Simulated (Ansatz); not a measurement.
Reaction (formal exchange of groups at the Si–Cl bond): `C=C[SiH](Cl)Cl` + `C=C` → `C=C[SiH](Cl)C=C` + HCl

Gas-phase electronic energies from Ansatz, PBE0-D4/def2-TZVP geometries. CCSD(T)/CBS is the MP2 limit (def2-TZVPP, def2-QZVPP) plus CCSD(T) − MP2 in def2-TZVPP, frozen cores. This one scheme is used for every species. DFT in def2-TZVPP. B3LYP here is the variant with VWN-RPA as its local correlation; programs differ in this. One conformer a species, not always the lowest.

```tsv
level	ΔE (kJ/mol)	difference from CCSD(T)/CBS
PBE-D4	91.9	-1.9
r2SCAN-D4	97.0	3.2
PBE0-D4	93.4	-0.4
B3LYP-D4	94.3	0.5
ωB97X-V	95.1	1.3
ωB97M-V	95.9	2.1
B2PLYP	97.6	3.8
PBE	95.5	1.7
r2SCAN	98.5	4.7
PBE0	96.7	2.9
B3LYP	99.6	5.8
HF/def2-TZVPP	105.0	11.2
MP2/def2-TZVPP	93.2	-0.6
SCS-MP2/def2-TZVPP	93.6	-0.2
CCSD/def2-TZVPP	91.7	-2.1
CCSD(T)/def2-TZVPP	90.1	-3.7
HF/def2-QZVPP	105.1	11.3
MP2/def2-QZVPP	95.3	1.5
SCS-MP2/def2-QZVPP	95.7	1.9
HF/CBS(def2)	105.1	11.3
MP2/CBS(def2)	96.8	3.0
CCSD/CBS(def2)	95.3	1.5
CCSD(T)/CBS	93.8	0
```

Largest T1 diagnostic among the species: 0.011.

In def2-TZVPP, CCSD(T) changes the Hartree–Fock value by −14.9 kJ/mol (the triples alone add −1.5 kJ/mol) and MP2 by −11.8 kJ/mol. The D4 term adds −5.2 kJ/mol with B3LYP and −3.3 kJ/mol with PBE0; it sums over pairs of atoms, weighted by their polarisabilities, and B3LYP, whose exchange is more repulsive, gets the larger term.
